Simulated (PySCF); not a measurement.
## Kr: ionisation energy

Kr [Kr] (1S) → Kr⁺ [Ar] 3d10 4s2 4p5 (2P), as a difference of total energies. Computed with PySCF 2.14 in aug-cc-pVTZ-PP with one added diffuse shell each of s, d, f type with ECP10MDF (7s5p5d3f, 68 functions), with scalar relativity through the core potential. Correlated levels: valence: 3s2 3p6 3d10 frozen. The calculations carry no spin-orbit coupling.

```csv
method,ionisation energy (eV),error (eV)
UHF,13.053,-1.169
MP2 (valence),14.040,-0.182
SCS-MP2 (valence),13.955,-0.267
CCSD (valence),13.911,-0.311
CCSD(T) (valence),13.961,-0.261
```

Reference: 14.222 eV (measured; NIST levels, between the centres of gravity of the two terms).

Errors of the correlated levels include the incompleteness of this basis and the frozen core.
